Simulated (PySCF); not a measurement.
Can point charges reproduce the dipole moment of `c1ccc2c(c1)CCCN2`?

Coordinates (GFN2-xTB, Å) and charges (e) from the PBE0/pcSseg-1 density (PySCF):

```csv
atom,x,y,z,Mulliken,IAO,Hirshfeld,ESP-fitted
C1,2.674,-0.710,-0.377,-0.0774,-0.1885,-0.0766,-0.1932
C2,2.722,0.670,-0.284,-0.0664,-0.1476,-0.0573,-0.1449
C3,1.561,1.392,-0.099,-0.0867,-0.2020,-0.0809,-0.3234
C4,0.326,0.748,-0.001,+0.2687,+0.1037,+0.0438,+0.2371
C5,0.276,-0.649,-0.096,-0.3270,-0.0509,-0.0205,+0.1299
C6,1.453,-1.355,-0.283,-0.0511,-0.1500,-0.0573,-0.2851
C7,-1.047,-1.366,-0.019,-0.0848,-0.2625,-0.0716,-0.1245
C8,-2.092,-0.509,0.688,-0.2195,-0.2587,-0.0704,-0.0748
C9,-2.111,0.881,0.062,-0.0069,-0.1472,-0.0196,+0.0292
N10,-0.813,1.482,0.250,-0.5531,-0.3528,-0.1281,-0.5678
H11,3.579,-1.280,-0.522,+0.0777,+0.1464,+0.0420,+0.1509
H12,3.667,1.188,-0.360,+0.0801,+0.1497,+0.0471,+0.1548
H13,1.595,2.471,-0.028,+0.0788,+0.1391,+0.0404,+0.1662
H14,1.407,-2.433,-0.358,+0.0587,+0.1437,+0.0457,+0.1628
H15,-1.389,-1.598,-1.034,+0.1357,+0.1392,+0.0369,+0.0577
H16,-0.922,-2.316,0.505,+0.1306,+0.1425,+0.0432,+0.0615
H17,-3.080,-0.967,0.613,+0.1167,+0.1379,+0.0438,+0.0401
H18,-1.834,-0.414,1.744,+0.1268,+0.1416,+0.0376,+0.0640
H19,-2.378,0.802,-1.004,+0.1083,+0.1139,+0.0303,+0.0540
H20,-2.856,1.513,0.554,+0.1143,+0.1436,+0.0457,+0.0664
H21,-0.746,2.468,0.048,+0.1767,+0.2591,+0.1258,+0.3389
```

Q: Form Σ q r in debye for every column and set it beside the full dipole.

A: The full density gives (-1.80, 0.70, -0.29) D, 1.95 D in size; dipole vectors point from the negative to the positive end.

| scheme | μx | μy | μz | size (D) | share of the full size (%) | angle to the full dipole (°) |
| --- | --- | --- | --- | --- | --- | --- |
| Mulliken | -2.04 | -0.80 | -0.46 | 2.24 | 115 | 42 |
| IAO | -1.88 | 0.45 | -0.18 | 1.94 | 100 | 8 |
| Hirshfeld | -1.60 | 0.63 | 0.06 | 1.72 | 88 | 10 |
| ESP-fitted | -1.81 | 0.71 | -0.32 | 1.97 | 101 | 1 |

Q: Which set comes closest?

A: Length of the difference vector: ESP-fitted 0.03 D, IAO 0.29 D, Hirshfeld 0.40 D, Mulliken 1.54 D. Closest: ESP-fitted. ESP charges are fitted to the potential around the molecule, whose slowest-falling term is the dipole's. 

Q: What is left for the Hirshfeld atoms' own dipoles?

A: The shares of the density sum to the whole, so what Σ q r misses lies in dipoles about the nuclei. The atomic dipoles sum to (-1.80, 0.70, -0.29) − (-1.60, 0.63, 0.06) = (-0.20, 0.07, -0.35) D, 0.40 D in size.

Q: With the origin at the mean of the coordinates, (0.000, 0.001, 0.000) Å, which are the largest single terms, by size, of the IAO dipole along the direction of the full one?

A: H11 -2.59, C1 +2.41, H20 +2.13, N10 -2.11, H12 -2.08 D; all 21 atoms together +1.92 D. The single terms depend on the origin, their sum doesn't.

Q: Give the size of the full dipole in other units.

A: 1.95 D = 0.768 au = 0.406 e·Å = 6.51 × 10⁻³⁰ C·m.

The structure is a single GFN2-xTB conformer in the gas phase; no vibrational or solvent corrections.
